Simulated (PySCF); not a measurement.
CS, charge +1, doublet (typed; the unrestricted solution is spin-contaminated), at a GFN2-xTB geometry (a state made from the parent by changing its charge; the spin is typed, not shown lowest); MP2/3-21G run with PySCF.

Input for PySCF:
```python
from pyscf import gto, scf, mp

mol = gto.Mole()
mol.atom = '''
    C    -0.00000000   -0.00000000   -1.07903369
    S     0.00000000    0.00000000    0.40463763
'''
mol.basis = '3-21g'
mol.charge = 1
mol.spin = 1
mol.verbose = 4
mol.build()

mf = scf.UHF(mol)
mf.kernel()

pt = mp.MP2(mf, frozen=6)
pt.kernel()
print('E(MP2) = %.10f' % pt.e_tot)
```

The log (banner, timings and long lists left out):

```
PySCF version 2.14.0

[INPUT] verbose = 4
[INPUT] num. atoms = 2
[INPUT] num. electrons = 21
[INPUT] charge = 1
[INPUT] spin (= nelec alpha-beta = 2S) = 1
[INPUT] symmetry False subgroup None
[INPUT] Mole.unit = angstrom
[INPUT] Symbol           X                Y                Z      unit          X                Y                Z       unit  Magmom
[...]
nuclear repulsion = 34.2400716139205
number of shells = 12
number of NR pGTOs = 42
number of NR cGTOs = 22
basis = 3-21g
ecp = {}

******** <class 'pyscf.scf.uhf.UHF'> ********
method = UHF
initial guess = minao
damping factor = 0
level_shift factor = 0
DIIS = <class 'pyscf.scf.diis.CDIIS'>
diis_start_cycle = 1
diis_space = 8
diis_damp = 0
SCF conv_tol = 1e-09
SCF conv_tol_grad = None
SCF max_cycles = 50
direct_scf = True
direct_scf_tol = 1e-13
number electrons alpha = 11  beta = 10
Set gradient conv threshold to 3.16228e-05
init E= -433.037927734829

cycle= 1 E= -432.578361839316  delta_E= 0.46  |g|= 0.411  |ddm|= 1.28
cycle= 2 E= -432.617260200999  delta_E= -0.0389  |g|= 0.417  |ddm|= 0.884
cycle= 3 E= -432.713090638941  delta_E= -0.0958  |g|= 0.0744  |ddm|= 0.384
cycle= 4 E= -432.720112036975  delta_E= -0.00702  |g|= 0.0379  |ddm|= 0.123
cycle= 5 E= -432.725481092411  delta_E= -0.00537  |g|= 0.0308  |ddm|= 0.117
cycle= 6 E= -432.730110221287  delta_E= -0.00463  |g|= 0.0303  |ddm|= 0.106
cycle= 7 E= -432.732053792801  delta_E= -0.00194  |g|= 0.0303  |ddm|= 0.0392
cycle= 8 E= -432.716521500632  delta_E= 0.0155  |g|= 0.0328  |ddm|= 0.323
cycle= 9 E= -432.70323175715  delta_E= 0.0133  |g|= 0.033  |ddm|= 0.361
cycle= 10 E= -432.712135574366  delta_E= -0.0089  |g|= 0.0214  |ddm|= 0.24
cycle= 11 E= -432.692411069831  delta_E= 0.0197  |g|= 0.102  |ddm|= 0.375
cycle= 12 E= -432.704314838933  delta_E= -0.0119  |g|= 0.0925  |ddm|= 0.274
cycle= 13 E= -432.709941588699  delta_E= -0.00563  |g|= 0.107  |ddm|= 0.192
cycle= 14 E= -432.72034681349  delta_E= -0.0104  |g|= 0.0971  |ddm|= 0.207
cycle= 15 E= -432.713101321447  delta_E= 0.00725  |g|= 0.0695  |ddm|= 0.217
cycle= 16 E= -432.73251131911  delta_E= -0.0194  |g|= 0.0742  |ddm|= 0.41
cycle= 17 E= -432.73613537185  delta_E= -0.00362  |g|= 0.0772  |ddm|= 0.0764
cycle= 18 E= -432.715710005594  delta_E= 0.0204  |g|= 0.0222  |ddm|= 0.479
cycle= 19 E= -432.713835989232  delta_E= 0.00187  |g|= 0.0211  |ddm|= 0.0487
cycle= 20 E= -432.714540527827  delta_E= -0.000705  |g|= 0.0216  |ddm|= 0.0199
cycle= 21 E= -432.698159818852  delta_E= 0.0164  |g|= 0.0342  |ddm|= 0.423
[...]
cycle= 29 E= -432.713009269645  delta_E= 0.00131  |g|= 0.0535  |ddm|= 0.0354
cycle= 30 E= -432.698974195254  delta_E= 0.014  |g|= 0.0712  |ddm|= 0.347
cycle= 31 E= -432.696766551901  delta_E= 0.00221  |g|= 0.0581  |ddm|= 0.076
cycle= 32 E= -432.703288590434  delta_E= -0.00652  |g|= 0.0448  |ddm|= 0.138
cycle= 33 E= -432.703895160068  delta_E= -0.000607  |g|= 0.0419  |ddm|= 0.0142
cycle= 34 E= -432.702176581572  delta_E= 0.00172  |g|= 0.0452  |ddm|= 0.0419
cycle= 35 E= -432.702605941781  delta_E= -0.000429  |g|= 0.0441  |ddm|= 0.0098
cycle= 36 E= -432.701572019998  delta_E= 0.00103  |g|= 0.0436  |ddm|= 0.0274
cycle= 37 E= -432.700580492628  delta_E= 0.000992  |g|= 0.0432  |ddm|= 0.0253
cycle= 38 E= -432.715817907696  delta_E= -0.0152  |g|= 0.0352  |ddm|=  0.4
cycle= 39 E= -432.691203135976  delta_E= 0.0246  |g|= 0.0606  |ddm|= 0.566
cycle= 40 E= -432.687752033459  delta_E= 0.00345  |g|= 0.0655  |ddm|= 0.0493
cycle= 41 E= -432.689008131351  delta_E= -0.00126  |g|= 0.0633  |ddm|= 0.0168
cycle= 42 E= -432.694112516732  delta_E= -0.0051  |g|= 0.0529  |ddm|= 0.0751
cycle= 43 E= -432.693384371386  delta_E= 0.000728  |g|= 0.052  |ddm|= 0.0263
cycle= 44 E= -432.700665520236  delta_E= -0.00728  |g|= 0.0398  |ddm|= 0.139
cycle= 45 E= -432.698360626991  delta_E= 0.0023  |g|= 0.0497  |ddm|= 0.0446
cycle= 46 E= -432.701694019311  delta_E= -0.00333  |g|= 0.0316  |ddm|= 0.0649
cycle= 47 E= -432.715665357901  delta_E= -0.014  |g|= 0.0358  |ddm|= 0.382
cycle= 48 E= -432.695577765046  delta_E= 0.0201  |g|= 0.0491  |ddm|= 0.498
cycle= 49 E= -432.700290278677  delta_E= -0.00471  |g|= 0.0406  |ddm|= 0.0924
cycle= 50 E= -432.694172460159  delta_E= 0.00612  |g|= 0.0525  |ddm|= 0.116
SCF not converged.
SCF energy = -432.694172460159 after 50 cycles  <S^2> = 1.2999206  2S+1 = 2.4899161

******** <class 'pyscf.mp.ump2.UMP2'> ********
nocc = (np.int64(5), np.int64(4)), nmo = (16, 16)
frozen orbitals 6
Init E(MP2) = -0.120400253272694
cycle = 1  E_corr(MP2) = -0.120541457107308  dE = -0.000141203835  norm(t2) = 0.00412102
cycle = 2  E_corr(MP2) = -0.120556968781675  dE = -1.55116744e-05  norm(t2) = 9.40639e-05
cycle = 3  E_corr(MP2) = -0.120557051148795  dE = -8.23671204e-08  norm(t2) = 2.07745e-06
E(UMP2) = -432.814729511307  E_corr = -0.120557051148795
E(SCS-UMP2) = -432.810880344858  E_corr = -0.116707884699812
E_corr(same-spin) = -0.0322622038600874
E_corr(oppo-spin) = -0.0882948472887079
E(MP2) = -432.8147295113
```

Convergence was not reached.
